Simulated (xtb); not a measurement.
C$_{4}$H$_{7}$O (SMILES [CH]1CCOC1), doublet, from a rough starting geometry; GFN2-xTB (xtb).

Here is a job for xtb.
```
$ xtb mol.xyz --gfn 2 --uhf 1 --opt vtight --json

# file mol.xyz
12

C      0.24755285    -1.05363865    -0.23124092
C      1.06242899     0.01549239     0.24528727
C      0.00568861     1.21126987     0.37788288
O     -1.03354580     0.80018353    -0.45300266
C     -1.15051599    -0.58593141    -0.50681749
H      0.57302770    -2.13884698    -0.30292823
H      1.68328416    -0.07816895     1.15482573
H      1.78374364     0.27533430    -0.53487560
H      0.41615603     2.20954472     0.03815073
H     -0.39278275     1.27174779     1.41582321
H     -1.47368207    -0.86825494    -1.51621360
H     -1.85114034    -0.91749983     0.21720046
```

It wrote (shortened):

```
   ID    Z sym.   atoms
    1    6 C      1-3, 5
    2    8 O      4
    3    1 H      6-12

           -------------------------------------------------
          |                Calculation Setup                |
           -------------------------------------------------

           -------------------------------------------------
          |                 G F N 2 - x T B                 |
           -------------------------------------------------

          ...................................................
          :                      SETUP                      :
          :.................................................:
          :  # basis functions                  27          :
          :  # atomic orbitals                  27          :
          :  # shells                           17          :
          :  # electrons                        29          :
          :  max. iterations                   250          :
          :  Hamiltonian                  GFN2-xTB          :
          :  restarted?                      false          :
          :  GBSA solvation                  false          :
          :  PC potential                    false          :
          :  electronic temp.          300.0000000     K    :
          :  accuracy                    1.0000000          :
          :  -> integral cutoff          0.2500000E+02      :
          :  -> integral neglect         0.1000000E-07      :
          :  -> SCF convergence          0.1000000E-05 Eh   :
          :  -> wf. convergence          0.1000000E-03 e    :
          :  Broyden damping             0.4000000          :
          :  net charge                          0          :
          :  unpaired electrons                  1          :
          ...................................................

 iter      E             dE          RMSdq      gap      omega  full diag
   1    -16.2448308 -0.162448E+02  0.410E+00    8.01       0.0  T
   2    -16.2771056 -0.322748E-01  0.219E+00    7.80       1.0  T
   3    -16.2774376 -0.331976E-03  0.850E-01    7.96       1.0  T
   4    -16.2776759 -0.238322E-03  0.127E-01    7.86       1.0  T
   5    -16.2777438 -0.679472E-04  0.626E-02    7.89       1.0  T
   6    -16.2777450 -0.115333E-05  0.959E-03    7.89       3.0  T
   7    -16.2777453 -0.339712E-06  0.387E-03    7.89       7.5  T
   8    -16.2777453 -0.225353E-07  0.153E-03    7.89      18.9  T
   9    -16.2777453 -0.139893E-08  0.521E-04    7.89      55.4  T
  10    -16.2777453 -0.306461E-09  0.879E-05    7.89     328.5  T

   *** convergence criteria satisfied after 10 iterations ***

         :::::::::::::::::::::::::::::::::::::::::::::::::::::
         ::                     SUMMARY                     ::
         :::::::::::::::::::::::::::::::::::::::::::::::::::::
         :: total energy             -16.103360176073 Eh    ::
         :: gradient norm              0.113081148472 Eh/a0 ::
         :: HOMO-LUMO gap              7.891143282306 eV    ::
         ::.................................................::
         :: SCC energy               -16.277741066850 Eh    ::
         :: -> isotropic ES            0.019211053760 Eh    ::
         :: -> anisotropic ES          0.003120807395 Eh    ::
         :: -> anisotropic XC          0.004100952502 Eh    ::
         :: -> dispersion             -0.006029991278 Eh    ::
         :: repulsion energy           0.174380890777 Eh    ::
         :: add. restraining           0.000000000000 Eh    ::
         :: total charge              -0.000000000000 e     ::
         :::::::::::::::::::::::::::::::::::::::::::::::::::::

      -----------------------------------------------------------
     |                   =====================                   |
     |                        A N C O P T                        |
     |                   =====================                   |
     |               Approximate Normal Coordinate               |
[...]
 * total energy  :   -16.1033602 Eh     change       -0.1656986E-10 Eh
 * total energy  :   -16.1142252 Eh     change       -0.1086506E-01 Eh
 * total energy  :   -16.1158374 Eh     change       -0.1612138E-02 Eh
 * total energy  :   -16.1159441 Eh     change       -0.1067183E-03 Eh
 * total energy  :   -16.1159624 Eh     change       -0.1832171E-04 Eh
 * total energy  :   -16.1159651 Eh     change       -0.2731683E-05 Eh
 * total energy  :   -16.1159663 Eh     change       -0.1195697E-05 Eh
 * total energy  :   -16.1159673 Eh     change       -0.9564056E-06 Eh
 * total energy  :   -16.1159676 Eh     change       -0.2935900E-06 Eh
 * total energy  :   -16.1159677 Eh     change       -0.8251430E-07 Eh
   *** GEOMETRY OPTIMIZATION CONVERGED AFTER 10 ITERATIONS ***
         :: total energy             -16.115967670139 Eh    ::
[...]

Wiberg/Mayer (AO) data.
largest (>0.10) Wiberg bond orders for each atom

 ---------------------------------------------------------------------------
     #   Z sym  total        # sym  WBO       # sym  WBO       # sym  WBO
 ---------------------------------------------------------------------------
     1   6 C    3.296 --     2 C    1.077     5 C    1.071     6 H    0.976
     2   6 C    3.998 --     1 C    1.077     3 C    0.993     7 H    0.954
                             8 H    0.937
     3   6 C    3.958 --     2 C    0.993     4 O    0.986     9 H    0.975
                            10 H    0.971
     4   8 O    2.065 --     3 C    0.986     5 C    0.983
     5   6 C    3.959 --     1 C    1.071     4 O    0.983    11 H    0.942
                            12 H    0.928
     6   1 H    0.999 --     1 C    0.976
     7   1 H    0.997 --     2 C    0.954
     8   1 H    0.995 --     2 C    0.937
     9   1 H    0.998 --     3 C    0.975
    10   1 H    0.999 --     3 C    0.971
    11   1 H    0.996 --     5 C    0.942
    12   1 H    0.996 --     5 C    0.928
 ---------------------------------------------------------------------------

Topologies differ in total number of bonds
Writing topology from bond orders to xtbtopo.mol

molecular dipole:
                 x           y           z       tot (Debye)
 q only:        0.397      -0.275       0.218
   full:        0.454      -0.349       0.296       1.637
molecular quadrupole (traceless):
                xx          xy          yy          xz          yz          zz
 q only:        0.045       2.702       0.198       0.028       1.493      -0.243
  q+dip:       -0.156       3.234      -0.403      -0.948       1.478       0.559
   full:       -0.137       3.316      -0.139      -0.588       1.676       0.276

           -------------------------------------------------
          |                Geometry Summary                 |
           -------------------------------------------------

      molecular mass/u    :       71.0979338
   center of mass at/Å    :       -0.1910274       0.1147051      -0.1177220
  moments of inertia/u·Å² :        0.6536745E+02   0.6970782E+02   0.1231334E+03
rotational constants/cm⁻¹ :        0.2578903E+00   0.2418327E+00   0.1369055E+00

 * 12 selected distances

     #   Z          #   Z                                           value/Å
     1   6 C        2   6 C                                       1.4791175
     2   6 C        3   6 C                                       1.5372035 (max)
     3   6 C        4   8 O                                       1.4146254
     1   6 C        5   6 C                                       1.4782244
     4   8 O        5   6 C                                       1.4150003
     1   6 C        6   1 H                                       1.0694130 (min)
     2   6 C        7   1 H                                       1.0933752
     2   6 C        8   1 H                                       1.0992586
     3   6 C        9   1 H                                       1.0906107
     3   6 C       10   1 H                                       1.1006840
     5   6 C       11   1 H                                       1.0986251
     5   6 C       12   1 H                                       1.1094301

 * 3 distinct bonds (by element types)

   Z      Z             #   av. dist./Å        max./Å        min./Å
   1 H    6 C           7     1.0944852     1.1094301     1.0694130
   6 C    6 C           3     1.4981818     1.5372035     1.4782244
   6 C    8 O           2     1.4148128     1.4150003     1.4146254

optimized geometry written to: xtbopt.xyz

           -------------------------------------------------
          | TOTAL ENERGY              -16.115967670139 Eh   |
          | GRADIENT NORM               0.000078671044 Eh/α |
          | HOMO-LUMO GAP               9.119557169407 eV   |
           -------------------------------------------------

normal termination of xtb
```
